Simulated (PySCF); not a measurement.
# Frontier orbitals and the lowest excitations

Compound: C₄H₉FOSi₂.
Numbering: `[CH2:1]=[CH:2][Si@H:3]([F:4])[C:5](=[CH2:6])[O:7][SiH3:8]` (hydrogens: H9, H10 on C1; H11 on C2; H12 on Si3; H13, H14 on C6; H15, H16, H17 on Si8)

Geometry (GFN2-xTB, Å), atoms numbered from 1 in this order:
```
atom  x, y, z in Å
C1     2.2274    1.3317    0.1051
C2     2.3510    0.0375   -0.1526
Si3    1.2124   -1.2983    0.5204
F4     1.4775   -2.6339   -0.3600
C5    -0.5974   -0.8138    0.2710
C6    -1.4814   -1.4703   -0.4691
O7    -0.8908    0.3338    0.9411
Si8   -2.1662    1.3402    0.9373
H9     2.9002    2.0696   -0.3051
H10    1.4388    1.7093    0.7350
H11    3.1602   -0.2862   -0.7978
H12    1.5017   -1.6980    1.8926
H13   -1.1995   -2.3765   -0.9719
H14   -2.4965   -1.1257   -0.5859
H15   -1.6662    2.3282    1.8826
H16   -2.3888    1.8836   -0.4041
H17   -3.3892    0.6809    1.4008
```

The calculation used TDDFT wB97X-D/def2-SVPD, vertical, gas phase, core orbitals frozen in the response in PySCF.

Frontier orbitals with the atoms that hold most of them (Löwdin shares over 4%, at most four atoms; ? is withheld):

```
orbital  ε (eV)                            atoms
 LUMO+2    1.73   Si8 27%, H16 9%, O7 9%, H15 8%
 LUMO+1    1.69   C5 22%, C6 22%, Si3 10%, O7 7%
   LUMO    1.06   C1 30%, C2 27%, Si3 12%, C6 6%
   HOMO   -9.14                                ?
 HOMO-1   -9.98                                ?
 HOMO-2  -10.63  C2 19%, O7 17%, Si3 13%, C5 11%
 HOMO-3  -11.14  C2 16%, O7 14%, Si3 14%, H12 9%
```

Question: Give the leading atoms of the HOMO.

Answer: C6 (bonded to C and 2 H) 35%; C5 (bonded to C, O and Si) 26%; O7 (bonded to C and Si) 21%. By element: carbon 61% or more, oxygen 21%.

Question: Give the leading atoms of the HOMO-1.

Answer: C2 (bonded to C, Si and H) 32%; C1 (bonded to C and 2 H) 32%; Si3 (bonded to 2 C, F and H) 8%; C5 (bonded to C, O and Si) 6%. By element: carbon 70% or more, silicon 8% or more.

Question: How does S1 compare with the orbital gap of 10.20 eV?

Answer: S1 is at 6.28 eV (f = 0.102), 3.92 eV below the gap, made of HOMO→LUMO (73%), HOMO-2→LUMO (13%). Without the coupling terms of the response equations the lowest excitation would equal the gap.

Next come S2 at 6.60 eV (f 0.0048), HOMO→LUMO+2 (76%), HOMO→LUMO+1 (8%); S3 at 6.73 eV (f 0.196), HOMO→LUMO+1 (63%), HOMO-2→LUMO (16%); S4 at 6.85 eV (f 0.043), HOMO-1→LUMO (28%), HOMO→LUMO+3 (13%), HOMO-2→LUMO (12%); S5 at 7.04 eV (f 0.047), HOMO→LUMO+3 (40%), HOMO→LUMO+4 (24%), HOMO-1→LUMO (11%).

Time: 75 s; peak memory 1.1 GiB. Hardware: an Arm Neoverse V1 with one thread, on a shared host.

One conformer stands for the species.
